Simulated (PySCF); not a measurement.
F2HNbO2, SMILES [O]=[Nb]([OH])([F])[F], multiplicity 1. Coordinates come from a PBE-D3(BJ)/def2-SVP optimisation. The multiplicity is an assumed one; no other spin state was optimised. The structure was generated by enumeration; whether it is a known compound was not checked. The def2 effective core potentials stand for the cores of Nb; spin–orbit coupling is left out. One conformer was computed; it need not be the lowest.

Computed equilibrium geometry at PBE-D3(BJ)/def2-SVP (PySCF confirms it by a frequency run) as bond lengths and angles, and its point group (one conformer of several):
point group Cs.
Atoms: Nb1 O2 F3 F4 O5 H6. Bonds (Å): Nb1–O2 1.710, Nb1–F3 1.881, Nb1–F4 1.881, Nb1–O5 1.893, O5–H6 0.974. Bond angles (°): O2–Nb1–F3 108.2, O2–Nb1–F4 108.2, O2–Nb1–O5 107.5, F3–Nb1–F4 112.2, F3–Nb1–O5 110.3, F4–Nb1–O5 110.3, Nb1–O5–H6 130.2.
Charge 0, spin multiplicity 1.
